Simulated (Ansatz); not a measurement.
```yaml
crystal:
  periodic: [false, false, false]
  atoms:
    - {symbol: O, position_ang: [-0.795318, -0.256535, 1.554380]}
    - {symbol: Si, position_ang: [0.271555, -0.287664, 0.332575]}
    - {symbol: Cl, position_ang: [1.930954, -1.166885, 1.060579]}
    - {symbol: C, position_ang: [0.232427, 0.662128, -1.136354]}
    - {symbol: N, position_ang: [-0.211201, -0.546304, -1.324016]}
    - {symbol: H, position_ang: [-1.674215, 0.072476, 1.351688]}
    - {symbol: H, position_ang: [0.307000, 1.454884, -1.884449]}
basis:
  gaussian: {orbitals: aug-cc-pVTZ}
hamiltonian: {xc: {name: BLYP}, dispersion: d4}
output: {forces: true}
```

```sh
$ ansatz run in.yaml --threads 2 --pin off --events-out ev --progress --plain --max-ram 4352MiB
```

Output, abridged:

```
Functional definition: BLYP
1427 factors; their error is unknown
mean field evaluation 1: about -24993.0703 eV, gradient 9.2e1 eV
mean field evaluation 2: about -24893.8654 eV, gradient 2.0e2 eV
mean field evaluation 4: about -25006.6886 eV, gradient 3.7e1 eV
mean field evaluation 8: about -25009.3564 eV, gradient 3.7e-1 eV
mean field evaluation 16: about -25009.3154 eV, gradient 4.2e-3 eV
mean field -25009.31544035 eV, -919.0753905099 hartree, gradient 3.4e-5 eV, S^2 0.000000; 0 other end points of the search recorded, 0 dependent functions left out
reference -25009.31582683 eV, -919.0754047130 hartree; 27, 27 occupied and 257, 257 virtual orbitals, 1427 factors
Total energy: -25009.73445386 eV, -919.0907889724 hartree
Atom 0 at    -0.795318    -0.256535     1.554380 Å, force    -0.247871    -0.152809     0.826518 eV/Å
Atom 1 at     0.271555    -0.287664     0.332575 Å, force     0.349599     0.117883     0.147197 eV/Å
Atom 2 at     1.930954    -1.166885     1.060579 Å, force     0.617420    -0.344926     0.261743 eV/Å
Atom 3 at     0.232427     0.662128    -1.136354 Å, force     0.197557     0.816430    -0.329829 eV/Å
Atom 4 at    -0.211201    -0.546304    -1.324016 Å, force    -0.426165    -0.748280    -0.748126 eV/Å
Atom 5 at    -1.674215     0.072476     1.351688 Å, force    -0.503979     0.172513    -0.049455 eV/Å
Atom 6 at     0.307000     1.454884    -1.884449 Å, force     0.013439     0.139188    -0.108049 eV/Å
Dipole moment:    -0.203327     0.398327     0.093801 e Å
```

Hardware: 2 threads of an Intel Xeon Platinum 8488C on a shared host. Wall time 4.7 s, peak host memory 0.45 GiB.
